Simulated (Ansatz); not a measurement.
Nb3, relaxed as a doublet with UKS r2SCAN-D4/def2-TZVP in Ansatz, starting from packed atoms. Force threshold 0.02 eV/Å.

In the def2 sets Nb takes a core potential; there is no spin–orbit coupling. The charge 0 doublet is spin-contaminated (final ⟨S²⟩ up to 1.11, 0.75 for a pure state). The relaxation made no stability test and no search for a lower SCF solution. The structure comes from a short search, and lower isomers may exist.

Start:

```csv
atom,x (Å),y (Å),z (Å)
Nb1,1.002,1.426,-0.628
Nb2,-1.074,-1.046,-1.250
Nb3,0.071,-0.380,1.879
```

(1) Estimate the energy that the relaxation releases and the steps that it takes.

(2) Does the start keep its bonding and symmetry?

(3) Predict the relaxed structure.

Results:

(1) 436.9 kJ/mol, in 17 steps; 2.5 min on 4 threads of Arm Neoverse V2 on a shared host. The force fell under the threshold at step 15, but the optimiser went on. No frequencies were taken in this run, so the end may be a saddle point.

(2) By distances, no bond broke or formed. The bond that changes most is Nb1–Nb2, from 3.29 to 2.23 Å (atoms count from 1). Point group Cs at the start, Cs at the end, both within 0.05 Å.

(3) 
```
atom    x (Å)    y (Å)    z (Å)
 Nb1   0.6953   1.0099  -0.5186
 Nb2  -0.7110  -0.6860  -0.8564
 Nb3   0.0157  -0.3239   1.3750
```
Bond lengths (bridged metal pairs left out): 3 × Nb–Nb 2.23 to 2.41 Å.
